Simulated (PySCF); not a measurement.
EPR parameters of C6H10FO

Compound: C6H10FO (doublet state).
Z-matrix (Å and degrees, GFN2-xTB geometry), rows numbered from 1:
```
C 
C   1  1.5243
C   2  1.5174  1  111.56
C   3  1.5307  2  117.89  1   171.85
O   4  1.4277  3   91.74  2  -121.59
C   5  1.4408  4   93.37  3     4.69
C   6  1.4550  3  117.93  2  -120.26
F   7  1.3449  6  119.04  3   120.71
H   1  1.0869  2  110.39  3   179.99
H   1  1.0874  2  110.58  3   -59.89
H   1  1.0874  2  110.54  3    60.00
H   2  1.0923  1  109.69  3   121.52
H   2  1.0932  1  109.79  3  -120.25
H   3  1.0906  2  110.71  1   -55.73
H   4  1.0944  3  114.72  2    -7.01
H   4  1.0924  3  116.42  2   122.96
H   6  1.0973  3  112.40  2     9.55
H   7  1.0737  6  125.21  3   -72.12
```

The hyperfine couplings belong to this conformer and change with its torsions.

Identity: `CC[C@@H]1CO[C@H]1[CH]F` [radical].

Method: PySCF 2.14.0, UKS B3LYP, pcH-1 on C F H O, non-relativistic, mean-field spin-orbit, GIAO. Isolated species at its GFN2-xTB geometry (one conformer only). Couplings are sensitive to structure, and on GFN2-xTB geometries they can be far from those on DFT ones. No stability test was run, so a lower SCF solution isn't excluded.

```
g1, g2, g3                      : 2.00200, 2.00382, 2.00463
g_iso                           : 2.00348
Form of g                       : rhombic: the two nearest values differ by 31 % of g3 − g1
⟨S²⟩                            : 0.7541 (exact 0.7500)
α and β electrons               : 32, 31
HOMO–LUMO gap, α and β orbitals : 6.69, 5.46 eV
```

Isotropic coupling and dipolar principal values T1 to T3, in G (MHz turned into gauss with g_iso; 10 G = 1 mT):

| atom | isotope | a_iso | T1 | T2 | T3 | Mulliken spin population |
| --- | --- | --- | --- | --- | --- | --- |
| C1 | 13C | 0.0 | -0.2 | 0.0 | 0.2 | 0.00 |
| C2 | 13C | -0.6 | -0.3 | -0.2 | 0.5 | 0.00 |
| C3 | 13C | 27.0 | -2.6 | -2.3 | 4.9 | 0.06 |
| C4 | 13C | -1.1 | -0.6 | 0.0 | 0.5 | 0.01 |
| O5 | 17O | -12.6 | -5.2 | 2.3 | 2.9 | 0.03 |
| C6 | 13C | -10.1 | -1.3 | 0.1 | 1.1 | -0.07 |
| C7 | 13C | 39.4 | -29.8 | -28.9 | 58.7 | 0.92 |
| F8 | 19F | 58.5 | -100.1 | -85.9 | 186.0 | 0.07 |
| H9 | 1H | 0.2 | -0.3 | -0.2 | 0.5 | 0.00 |
| H10 | 1H | 0.4 | -0.7 | -0.6 | 1.3 | 0.00 |
| H11 | 1H | 0.0 | -0.5 | -0.4 | 0.9 | 0.00 |
| H12 | 1H | 0.0 | -0.5 | -0.4 | 0.9 | 0.00 |
| H13 | 1H | 2.4 | -0.4 | -0.3 | 0.7 | 0.00 |
| H14 | 1H | -1.3 | -2.4 | -0.5 | 2.9 | 0.00 |
| H15 | 1H | -0.3 | -0.7 | -0.3 | 0.9 | 0.00 |
| H16 | 1H | -0.1 | -0.6 | -0.4 | 1.0 | 0.00 |
| H17 | 1H | 7.7 | -2.0 | -1.5 | 3.4 | 0.01 |
| H18 | 1H | -22.9 | -13.4 | -0.6 | 14.0 | -0.05 |

The largest Mulliken spin populations are on C7 (+0.92), F8 (+0.07) and C6 (-0.07). No atom but C7 exceeds +0.15. The positive populations add up to 1.12 and the negative ones to -0.12, together 2S = 1. The angles at C7 add up to 358.9°, so it is planar; its axial dipolar tensor and the negative coupling of its proton fit spin in a p orbital normal to that plane.

Axes: g3 points within 10° of the C6–C7 bond.

Under fast tumbling the dipolar parts average out, and these isotropic splittings remain: 1 × 19F (F8, I = 1/2, 2 lines) with 5.85 mT, 1 × 1H (H18, I = 1/2, 2 lines) with 2.29 mT, 1 × 1H (H17, I = 1/2, 2 lines) with 0.77 mT, 1 × 1H (H13, I = 1/2, 2 lines) with 0.24 mT, 1 × 1H (H14, I = 1/2, 2 lines) with 0.13 mT and 1 × 1H (H15, I = 1/2, 2 lines) with 0.03 mT.

The 13C coupling of C7 (110.6 MHz) shows only in satellite lines or after enrichment, since that isotope makes up about 1.07 % of natural carbon.

The 17O coupling of O5 (-35.3 MHz) shows only in satellite lines or after enrichment, since that isotope makes up about 0.038 % of natural oxygen.

β density exceeds α density at some nuclei, such as C6 (-0.0252), H18 (-0.0144) and C4 (-0.0027), spin density in bohr⁻³. In a single determinant that takes different orbitals for the two spins, that is spin polarisation.
